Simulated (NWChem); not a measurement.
# CH4BrClSi; SMILES C[SiH](Cl)Br

```xyz
8

Si    -0.4356    -0.5633     0.4604
C     -2.0662    -0.8745    -0.3728
Cl     0.9407    -1.9721    -0.1649
Br     0.2996     1.4659    -0.0796
H     -0.5033    -0.6294     1.9420
H     -2.4358    -1.8802    -0.1189
H     -2.8084    -0.1302    -0.0457
H     -1.9574    -0.8049    -1.4653
```
Atoms are numbered in this order, from 1.

Computed with NWChem. Geometry optimised at PBE0/def2-SVP; all other runs use it. This build's default masses of Se (78.918 u) and Br (79.917 u) are each other's, which moves their modes by up to 0.6 %.

| quantity | level | value |
|---|---|---|
| vertical ionisation energy, ΔSCF (eV) | PBE0/def2-SVP | [?] |
| vertical, lowest state with f > 0.02, singlet (eV) | PBE0/def2-SVPD, TDA | 7.04 |
| anisotropy (bohr³), static | PBE0/def2-SVPD | [?] |
| solvation free energy (kcal/mol) in n-hexane | PBE0/def2-SVP, SMD | -4.0 |
| dipole (D) | PBE0/def2-SVP | 2.11 |
| highest harmonic frequency (cm⁻¹) | PBE0/def2-SVP | [?] |

Task: Complete the blanks.

Result: 
- vertical ionisation energy, ΔSCF (eV), value: 10.55
- anisotropy (bohr³), static, value: 17.7
- highest harmonic frequency (cm⁻¹), value: 3181
